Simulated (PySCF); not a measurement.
Si(F)2(OH)(SiH3) (F2H4OSi2), SMILES O[Si](F)(F)[SiH3].

Coordinates come from a PBE-D3(BJ)/def2-SVP optimisation. This is a generated structure with no PubChem entry under its InChIKey; it may be hypothetical. Other conformers were not sampled.

These are PySCF with PBE-D3(BJ)/def2-SVP values and carry that method's errors.

Frequencies are harmonic and unscaled.

Computed harmonic wavenumbers and intensities:
| mode | ν (cm⁻¹) | IR (km/mol) | moving atoms (share of kinetic energy) |
|---|---|---|---|
| 1 | 91 | 0.9 | H 95 % |
| 2 | 119 | 7.6 | F 66 %, Si 19 %, H 14 % |
| 3 | 131 | 0.4 | O 38 %, Si 24 %, F 23 %, H 15 % |
| 4 | 190 | 54.9 | H 80 %, F 10 %, Si 8 % |
| 5 | 278 | 47.5 | Si 45 %, F 30 %, O 15 %, H 9 % |
| 6 | 297 | 18.8 | F 72 %, Si 14 %, O 10 % |
| 7 | 319 | 73.4 | O 46 %, F 29 %, H 16 %, Si 9 % |
| 8 | 466 | 58.4 | Si 60 %, F 20 %, H 14 % |
| 9 | 511 | 11.7 | H 80 %, Si 14 % |
| 10 | 511 | 12.4 | H 81 %, Si 14 % |
| 11 | 734 | 124.9 | H 44 %, O 30 %, F 22 % |
| 12 | 809 | 282.4 | H 74 %, Si 14 %, F 9 % |
| 13 | 869 | 32.7 | H 47 %, Si 29 %, F 21 % |
| 14 | 889 | 0.9 | H 72 %, F 14 %, Si 14 % |
| 15 | 894 | 19.3 | H 95 % |
| 16 | 912 | 149.7 | Si 37 %, F 37 %, H 26 % |
| 17 | 946 | 131.2 | Si 45 %, O 35 %, H 10 %, F 10 % |
| 18 | 2169 | 28.8 | H 99 % |
| 19 | 2185 | 64.7 | H 96 % |
| 20 | 2186 | 64.1 | H 96 % |
| 21 | 3747 | 85.9 | H 94 % |
